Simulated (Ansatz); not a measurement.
Born–Oppenheimer molecular dynamics of CH5NOSi (9 atoms, charge 0, multiplicity 1). It starts at the highest image of a converged band, a first-order saddle point between two minima.

The calculation used RKS B3LYP/def2-SVP in Ansatz 0.2.0.

```yaml
ensemble: NVE (velocity Verlet)
time_step: 0.5 fs
steps_asked: 200
starting_velocities_drawn_for: 100 K
seed: 8046
```

First frame:

```xyz
9
Properties=species:S:1:pos:R:3
N 0.414 1.506 -0.543
C 0.432 0.204 -0.407
O 1.349 -0.253 -1.188
Si -0.621 -0.959 0.685
H 1.369 1.065 -1.365
H -0.214 2.147 -0.062
H -1.315 -1.927 -0.205
H 0.291 -1.670 1.619
H -1.617 -0.158 1.449
```

How far do the bonds stretch over the last three quarters of this one trajectory? (Pairs bonded in most of those frames.)


```csv
bond,mean (Å),spread (Å),shortest,longest
N1–C2,1.394,0.078,1.25,1.54
N1–H5,1.042,0.075,0.92,1.16
N1–H6,1.022,0.040,0.94,1.10
C2–O3,1.224,0.044,1.15,1.30
C2–Si4,2.058,0.202,1.70,2.37
Si4–H7,1.490,0.014,1.47,1.51
Si4–H8,1.489,0.011,1.47,1.51
Si4–H9,1.499,0.017,1.47,1.53
```

Mean temperature of the second half: 1008 K. The conserved energy stayed within 0.94 meV per atom of its start (net change -0.31 meV per atom), so the integration is sound. The system heated up, since it started high on the potential surface and ran downhill. A run of 0.1 ps of so small a system gives no equilibrium averages. The orbitals stay closed-shell, which can raise the energy where a bond breaks towards radicals; this wasn't checked here.

Time of the run: 5 min on 2 threads of Arm Neoverse V1, on a shared host, peak memory 0.16 GiB.
